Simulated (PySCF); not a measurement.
From computed data to an observable: chemical shift, span and skew from a shielding tensor

C₂H₇NOSi₂, SMILES CC1=N[SiH2]O[SiH2]1. Atoms are numbered in the order given.

```xyz
13

C      0.6726     2.5165     0.0000
C      0.3887     1.0414     0.0000
N      1.3297     0.1681     0.0000
Si     0.7709    -1.5135     0.0000
O     -0.9074    -1.3314     0.0000
Si    -1.3925     0.2747     0.0000
H      0.2162     2.9937     0.8847
H      0.2162     2.9937    -0.8847
H      1.7565     2.7016     0.0000
H      1.2338    -2.2222     1.2197
H      1.2338    -2.2222    -1.2197
H     -2.1849     0.6130     1.2150
H     -2.1849     0.6130    -1.2150
```
Charge 0, spin multiplicity 1.

Geometry optimised at B3LYP-D3(BJ)/def2-SVP. This is a generated structure with no PubChem entry under its InChIKey; it may be hypothetical.

GIAO shieldings from PBE0/pcSseg-1 in PySCF, non-relativistic, no solvent. The symmetric part of the tensor of C1 has the principal values 125.7, 142.8, 185.7 ppm. The same nucleus in TMS has σ = 186.3 ppm at this level (PySCF, at its B3LYP-D3(BJ)/def2-TZVP geometry).

Q: Work out the isotropic shielding, the ¹³C shift against TMS, the span and the skew.

A: 
σ(iso) = (σ11 + σ22 + σ33)/3 = 151.4 ppm. δ = σ(ref) − σ(iso) = 186.3 − (151.4) = 34.9 ppm.
Span Ω = σ33 − σ11 = 60.0 ppm. Skew κ = 3(σ(iso) − σ22)/Ω = 0.43. Tumbling in solution averages the tensor to δ; in a static solid the shielding alone would spread this spin-1/2 line over Ω.
